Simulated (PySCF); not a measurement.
GeH₆OSi.
Numbering: `[SiH3:1][O:2][GeH3:3]` (hydrogens: H4, H5, H6 on Si1; H7, H8, H9 on Ge3)

Cartesian coordinates in Å at the PBE0-D3(BJ)/def2-SVP level; atoms count from 1:
```xyz
9
GeH6OSi angstrom
Si     1.624   -0.091    0.340
O      0.191    0.033   -0.481
Ge    -1.502   -0.426   -0.193
H      1.991   -1.525    0.567
H      2.687    0.566   -0.473
H      1.539    0.582    1.675
H     -1.583   -1.960   -0.075
H     -2.287    0.087   -1.407
H     -1.979    0.243    1.111
```

Level of theory: PBE0-D3(BJ)/def2-SVP geometry optimisation, gas phase in PySCF 2.14.0.

Masses are those of the commonest isotopes; rigid-rotor values at the optimised geometry. 

Give the principal moments of inertia and the rotational constants in GHz.

Ia = 17.59, Ib = 249.72, Ic = 254.92 u·Å²; 505379 MHz·u·Å²/I gives 28735, 2024 and 1982 MHz, that is A = 28.735, B = 2.0238, C = 1.9825 GHz.

Classify the top.

A near-prolate asymmetric top. Ray's parameter κ = (2B − A − C)/(A − C) = -0.997; −1 is the prolate and +1 the oblate limit.

Is it planar, by Δ = Ic − Ia − Ib?

Not planar: Δ = Ic − Ia − Ib = -12.38 u·Å². For a rigid frame Δ = −2 Σ m c², so Σ m c² = 6.19 u·Å² lies off the ab plane, practically all of it from hydrogen. The atom farthest from that plane is 1.30 Å away.

Give the other two planar moments, Paa and Pbb, and the rms extents of the mass along the axes.

Paa = Σ m a² = (Ib + Ic − Ia)/2 = 243.53 and Pbb = Σ m b² = (Ia + Ic − Ib)/2 = 11.40 u·Å². With the mass M = 123.94 u, the rms extents √(P/M) along a, b and c are 1.40, 0.30, 0.22 Å.

List the rotational levels J(Ka,Kc) to J = 3 (cm⁻¹).

Above 0(0,0):
J = 1: 1(0,1) 0.1336, 1(1,1) 1.0246, 1(1,0) 1.0260
J = 2: 2(0,2) 0.4009, 2(1,2) 1.2905, 2(1,1) 1.2947, 2(2,1) 3.9676, 2(2,0) 3.9676
J = 3: 3(0,3) 0.8018, 3(1,3) 1.6894, 3(1,2) 1.6976, 3(2,2) 4.3686, 3(2,1) 4.3686, 3(3,1) 8.8270, 3(3,0) 8.8270
Those of J = 1 are B + C, A + C and A + B.

Predict some low-J microwave lines.

The dipole components are |μa| = 1.01 D, |μb| = 0.66 D, |μc| = 0.00 D; the mirror of this Cs structure is the ab plane, so μc vanishes by symmetry and there are no c-type lines. The squared components, which scale the intensities, stand as 1.00 : 0.42 (a : b). Some of the stronger lines:

```json
{"type": "a", "branch": "Q", "J(Ka,Kc)": "4(1,3) ← 4(1,4)", "MHz": "413", "lower level (cm⁻¹)": "2.221"}
{"type": "a", "branch": "R", "J(Ka,Kc)": "2(1,2) ← 1(1,1)", "MHz": "7971", "lower level (cm⁻¹)": "1.025"}
{"type": "a", "branch": "R", "J(Ka,Kc)": "3(1,2) ← 2(1,1)", "MHz": "12081", "lower level (cm⁻¹)": "1.295"}
{"type": "a", "branch": "R", "J(Ka,Kc)": "4(0,4) ← 3(0,3)", "MHz": "16025", "lower level (cm⁻¹)": "0.802"}
{"type": "a", "branch": "R", "J(Ka,Kc)": "4(2,3) ← 3(2,2)", "MHz": "16025", "lower level (cm⁻¹)": "4.369"}
{"type": "a", "branch": "R", "J(Ka,Kc)": "4(3,1) ← 3(3,0)", "MHz": "16025", "lower level (cm⁻¹)": "8.827"}
{"type": "a", "branch": "R", "J(Ka,Kc)": "4(2,2) ← 3(2,1)", "MHz": "16026", "lower level (cm⁻¹)": "4.369"}
{"type": "a", "branch": "R", "J(Ka,Kc)": "4(1,3) ← 3(1,2)", "MHz": "16108", "lower level (cm⁻¹)": "1.698"}
{"type": "b", "branch": "Q", "J(Ka,Kc)": "1(1,0) ← 1(0,1)", "MHz": "26753", "lower level (cm⁻¹)": "0.134"}
{"type": "b", "branch": "Q", "J(Ka,Kc)": "2(1,1) ← 2(0,2)", "MHz": "26794", "lower level (cm⁻¹)": "0.401"}
{"type": "b", "branch": "Q", "J(Ka,Kc)": "4(1,3) ← 4(0,4)", "MHz": "26939", "lower level (cm⁻¹)": "1.336"}
{"type": "b", "branch": "R", "J(Ka,Kc)": "1(1,1) ← 0(0,0)", "MHz": "30718", "lower level (cm⁻¹)": "0.000"}
{"type": "b", "branch": "Q", "J(Ka,Kc)": "3(2,1) ← 3(1,2)", "MHz": "80072", "lower level (cm⁻¹)": "1.698"}
{"type": "b", "branch": "Q", "J(Ka,Kc)": "2(2,1) ← 2(1,2)", "MHz": "80258", "lower level (cm⁻¹)": "1.291"}
{"type": "b", "branch": "R", "J(Ka,Kc)": "2(2,0) ← 1(1,1)", "MHz": "88229", "lower level (cm⁻¹)": "1.025"}
{"type": "b", "branch": "R", "J(Ka,Kc)": "3(2,2) ← 2(1,1)", "MHz": "92153", "lower level (cm⁻¹)": "1.295"}
{"type": "b", "branch": "R", "J(Ka,Kc)": "4(2,3) ← 3(1,2)", "MHz": "96097", "lower level (cm⁻¹)": "1.698"}
{"type": "b", "branch": "R", "J(Ka,Kc)": "3(3,1) ← 2(2,0)", "MHz": "145679", "lower level (cm⁻¹)": "3.968"}
{"type": "b", "branch": "Q", "J(Ka,Kc)": "4(4,1) ← 4(3,2)", "MHz": "187124", "lower level (cm⁻¹)": "9.362"}
```

Estimate the classical rotational partition function at 10 K, 25 K and 298.15 K.

Point group Cs, symmetry number σ = 1; q = (√π/σ)·√((kT/h)³/(ABC)), k/h = 20836.6 MHz/K: 497 at 10 K, 1960 at 25 K, 80800 at 298.15 K.

Stationary, but not proved a minimum. No vibrational averaging or centrifugal distortion is included, and the geometry carries the error of its method. A rigid rotor knows nothing of internal rotation, which can split or shift real lines.

On one thread, Intel Xeon 6975P-C (x86_64), shared host with 192 logical CPUs at a one-minute load of 24, this took 16 s of wall time and 0.39 GiB of memory at its peak. These figures are those of the optimisation.
